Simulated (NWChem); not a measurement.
System: C₃H₄F₂; SMILES C1CC1(F)F

The following NWChem deck was run.

```
start job
memory heap 200 mb stack 900 mb global 1100 mb
geometry units angstroms noautosym nocenter noautoz
  F      0.000000    -1.094890     0.948008
  C      0.000000     0.000000     0.177510
  F      0.000000     1.094890     0.948008
  C     -0.767073     0.000000    -1.080959
  C      0.767073     0.000000    -1.080959
  H     -1.274766     0.925784    -1.362629
  H     -1.274766    -0.925784    -1.362629
  H      1.274766     0.925784    -1.362629
  H      1.274766    -0.925784    -1.362629
end
basis spherical
  * library def2-svp
end
dft
  xc pbe0
  iterations 150
end
cosmo
  do_cosmo_smd true
  solvent dmf
end
task dft energy
```

Coordinates come from a PBE0/def2-SVP optimisation. Solvent: N,N-dimethylformamide.

Level: PBE0/def2-SVP with SMD (1 M gas to 1 M solution), gas-phase geometry.

Task: Give the results of this calculation. (PBE0/def2-SVP, SMD on the gas-phase geometry.) Quantities: solvation free energy (kcal/mol); cavity-dispersion-structure term (kcal/mol); dipole in solution (D).

Result: 
```
Property                                     Value
-------------------------------------------  -----
solvation free energy (kcal/mol)              -3.1
cavity-dispersion-structure term (kcal/mol)    0.3
dipole in solution (D)                        2.42
```
